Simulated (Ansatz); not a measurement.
Abridged output of a molecular run in Ansatz:

```
Functional definition: HF
1600 factors; integrals over basis functions are off by at most 1.1e-3 eV
mean field evaluation 1: about -63830.6794 eV, gradient 3.4e1 eV
mean field evaluation 2: about -63830.9152 eV, gradient 3.4e1 eV
mean field evaluation 4: about -63834.3532 eV, gradient 4.6e0 eV
mean field evaluation 8: about -63834.4411 eV, gradient 5.2e-1 eV
mean field evaluation 16: about -63834.4450 eV, gradient 2.5e-6 eV
mean field -63834.44499109 eV, -2345.8725848818 hartree, gradient 2.5e-6 eV, S^2 0.000000; 0 other end points of the search recorded, 0 dependent functions left out
17 core orbitals not correlated: weight in the atoms' cores, before any rotation towards them, 1.000 or more for the frozen orbitals, at most 0.000 for the correlated occupied ones
reference -63834.44499109 eV, -2345.8725848818 hartree; 18, 18 occupied and 232, 232 virtual orbitals, 1600 factors
second order -23.50149176 eV of doubles, -0.00000000 eV of singles
cycle   1  -23.45442770 eV  change    4.7e-2 eV  update   1.4e-1
cycle   2  -24.26641585 eV  change   -8.1e-1 eV  update   4.4e-2
cycle   3  -24.43876356 eV  change   -1.7e-1 eV  update   2.2e-2
cycle   4  -24.42105516 eV  change    1.8e-2 eV  update   5.3e-3
cycle   5  -24.42032612 eV  change    7.3e-4 eV  update   2.6e-3
cycle   6  -24.42076673 eV  change   -4.4e-4 eV  update   7.7e-4
cycle   7  -24.42036477 eV  change    4.0e-4 eV  update   4.4e-4
cycle   8  -24.42026021 eV  change    1.0e-4 eV  update   1.8e-4
cycle   9  -24.42032265 eV  change   -6.2e-5 eV  update   8.1e-5
cycle  10  -24.42030149 eV  change    2.1e-5 eV  update   2.8e-5
perturbative correction -1.16000138 eV, -0.0426292644 hartree
Total energy: -63860.02529396 eV, -2346.8126436731 hartree
```

Its atoms:

```xyz
11

N    -1.938   -0.738    1.602
C    -1.019   -1.255    1.001
C    -0.093   -1.764    0.229
Ga    0.952   -0.564   -0.874
Si    0.523    1.802   -0.744
H    -1.791   -0.416    2.552
H     0.048   -2.840    0.229
H     2.029   -1.222   -1.807
H     1.796    2.577   -0.724
H    -0.253    2.250   -1.935
H    -0.255    2.170    0.471
```

(1) Which basis set was used?
A. cc-pV(Q+d)Z
B. def2-TZVPP
C. def2-TZVPPD
D. def2-SVP

(2) Write the keys of the input that set method, charge and spin (a neutral closed shell needs none for the last two).

Answers

(1) B. It gives 267 functions.

(2) 
```yaml
correlation: {method: ccsd_t}
```
